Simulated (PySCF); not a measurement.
Vibration and rotation of TeN

ROHF-CCSD(T) constants of TeN, ²Π (doublet), unpaired electrons π ↑ (PySCF, spin-free X2C with a Gaussian nucleus, basis sets Te x2c-SVPall, N x2c-SVPall; masses 129.9062 and 14.0031 u):

```
ωe              : 727.5 cm⁻¹
ωexe            : 6.42 cm⁻¹
Be              : 0.36722 cm⁻¹
αe              : 0.00308 cm⁻¹
D (centrifugal) : 3.74e-07 cm⁻¹
De to Te + N    : 1.96 eV
```

(1) Give the vibrational terms G(v) and spacings up to v = 3.

(2) How well does the Morse estimate ωe²/(4ωexe) reproduce De, and what is D0?

Correlated steps freeze 19 core orbitals. Correlated levels converge slowly with the basis: in double zeta they bind strong bonds too weakly, by up to about 1 eV, and carry superposition errors of some tenths. These are scalar-relativistic numbers at best; spin–orbit coupling would shift them, the dissociation energy most. The CCSD T1 diagnostic is raised, a sign that a single reference may not be enough here. The state was picked by a PBE0 search and need not be the measured ground state.

Answers

(1) G(v) = ωe(v+½) − ωexe(v+½)².

```json
{"v": "0", "G(v) (cm⁻¹)": "362", "G(v) − G(v−1)": "", "Bv (cm⁻¹)": "0.3657"}
{"v": "1", "G(v) (cm⁻¹)": "1077", "G(v) − G(v−1)": "715", "Bv (cm⁻¹)": "0.3626"}
{"v": "2", "G(v) (cm⁻¹)": "1779", "G(v) − G(v−1)": "702", "Bv (cm⁻¹)": "0.3595"}
{"v": "3", "G(v) (cm⁻¹)": "2468", "G(v) − G(v−1)": "689", "Bv (cm⁻¹)": "0.3564"}
```

(2) It gives 2.56 eV, 130 % of the computed De. D0 = De − G(0) = 1.96 − 0.04 = 1.92 eV.
